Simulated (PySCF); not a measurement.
arsenic trifluoride cation (AsF3), SMILES F[As](F)F (connectivity only; charge and spin as stated), charge +1, multiplicity 2. The structure is a stationary point at PBE-D3(BJ)/def2-SVP. The multiplicity is an assumed one; other spin states were not compared.

Computed with PBE-D3(BJ)/def2-SVP in PySCF.

Harmonic wavenumbers (cm⁻¹): 212, 212, 252, 692, 742, 742. Rotational constants (GHz): 5.987, 5.987, 3.555; symmetry number 3.

Work out the zero-point energy and the ideal-gas rigid-rotor harmonic-oscillator thermochemistry at 298.15 K and 1 atm.

ZPE = ½ Σ hcν = ½ × 2851 cm⁻¹ = 4.08 kcal/mol. H − E(el) = 7.62 kcal/mol. Entropy in cal/(mol K): translation 40.54, rotation 23.15, vibration 6.61, spin 1.38, total 71.68. G − E(el) = -13.75 kcal/mol. Cp = 15.70 cal/(mol K).
